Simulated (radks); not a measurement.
Species: Cu19+. Configuration: [Ne] (the NIST ground configuration). Method: Dirac Kohn-Sham, relativistic LDA (MacDonald-Vosko exchange, VWN5 correlation), spin-unpolarised, spherical densities, finite nucleus; Fermi nuclear charge, rms radius 3.8823 fm; computed with a radial shooting solver on a logarithmic mesh with Libxc functionals.

Normalised radial functions P(r) = r R(r) (large component), r in bohr:

| r | 1s1/2 | 2s1/2 | 3p1/2 |
|---|---|---|---|
| 0.003362 | 0.9828 | 0.3116 | 0.0059 |
| 0.004668 | 1.3040 | 0.4127 | 0.0103 |
| 0.006531 | 1.7159 | 0.5415 | 0.0185 |
| 0.009067 | 2.1975 | 0.6898 | 0.0326 |
| 0.01269 | 2.7491 | 0.8538 | 0.0581 |
| 0.01761 | 3.2873 | 0.9999 | 0.1011 |
| 0.02465 | 3.7304 | 1.0844 | 0.1742 |
| 0.03421 | 3.9093 | 1.0264 | 0.2862 |
| 0.04788 | 3.6786 | 0.7255 | 0.4511 |
| 0.06646 | 2.9935 | 0.1265 | 0.6505 |
| 0.093 | 1.9689 | -0.7584 | 0.8383 |
| 0.1291 | 0.9890 | -1.6493 | 0.8838 |
| 0.1807 | 0.3289 | -2.1691 | 0.6139 |
| 0.2508 | 0.0660 | -1.9821 | -0.0536 |
| 0.3509 | 0.0060 | -1.2226 | -0.9490 |
| 0.4872 | 0.0002 | -0.4735 | -1.4802 |
| 0.6817 | 0.0000 | -0.0934 | -1.2334 |
| 0.9464 | 0.0000 | -0.0080 | -0.5578 |
| 1.324 | 0.0000 | -0.0002 | -0.1126 |
| 1.838 | 0.0000 | 0.0000 | -0.0084 |

1s1/2: eigenvalue -9566.3 eV, 0 radial nodes, <r> = 0.0523 bohr, 90 % of the charge inside 0.0934 bohr. 2s1/2: eigenvalue -1776.0 eV, 1 radial node at r = 0.0701 bohr, <r> = 0.231 bohr, 90 % of the charge inside 0.357 bohr. 3p1/2 (empty): eigenvalue -647.32 eV, 1 radial node at r = 0.246 bohr, <r> = 0.556 bohr, 90 % of the charge inside 0.822 bohr.
